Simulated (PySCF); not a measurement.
4-fluoro-1,3-thiazole (C₃H₂FNS), SMILES Fc1cscn1. Coordinates come from a r2SCAN-D4/def2-SVP optimisation.

Calculation: r2SCAN-D4/def2-SVP (PySCF 2.14.0).

Harmonic wavenumbers (cm⁻¹): 275, 431, 507, 571, 677, 688, 709, 799, 842, 889, 990, 1147, 1259, 1414, 1491, 1586, 3231, 3280. Rotational constants (GHz): 7.586, 2.553, 1.910; symmetry number 1.

Task: Work out the zero-point energy and the ideal-gas rigid-rotor harmonic-oscillator thermochemistry at 298.15 K and 1 atm.

Result: ZPE = ½ Σ hcν = ½ × 20785 cm⁻¹ = 29.71 kcal/mol. H − E(el) = 33.19 kcal/mol. Entropy in cal/(mol K): translation 39.81, rotation 26.57, vibration 5.26, total 71.64. G − E(el) = 11.83 kcal/mol. Cp = 18.72 cal/(mol K).
